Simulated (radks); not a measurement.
Results of a calculation; reference values are marked as such.
Excited configurations of neutral mercury: one electron is placed in a higher orbital outside [Xe] 4f14 5d10 6s1. The ground configuration is [Hg]. Level of theory: Dirac Kohn-Sham, PBEsol, spin-unpolarised, spherical densities, finite nucleus; open shells fill j = l - 1/2 first; Fermi nuclear charge, rms radius 5.4648 fm (a radial shooting solver on a logarithmic mesh with Libxc functionals). Excitation = E - E(ground); binding = E(ion) - E, where the ion is the core of charge +1; n* = 1/sqrt(2 binding) in atomic units, and the quantum defect is n - n*.

outer orbital,excitation (eV),binding (eV),n*,<r> (bohr)
5f5/2,9.846,0.901,3.887,17.52
6p1/2,5.495,5.252,1.610,3.721
6d3/2,9.171,1.576,2.939,10.23
6f5/2,10.126,0.620,4.683,29.70
7s1/2,8.042,2.704,2.243,7.886
7p1/2,8.819,1.927,2.657,10.23
7d3/2,9.759,0.987,3.713,19.37
7f5/2,10.298,0.448,5.512,44.52

The Delta-SCF ionisation energy is 10.746 eV (NIST Atomic Spectra Database: 10.438 eV, measured). Self-interaction in the functional shifts the binding energies and quantum defects, so they are the method's values and not measured ones. Spin polarisation and multiplet splitting are left out, so open shells lie too high by an amount that depends on their filling.

Beside tabulated values, note that spin-unpolarised runs miss the spin-polarisation part of the exchange energy of open shells.
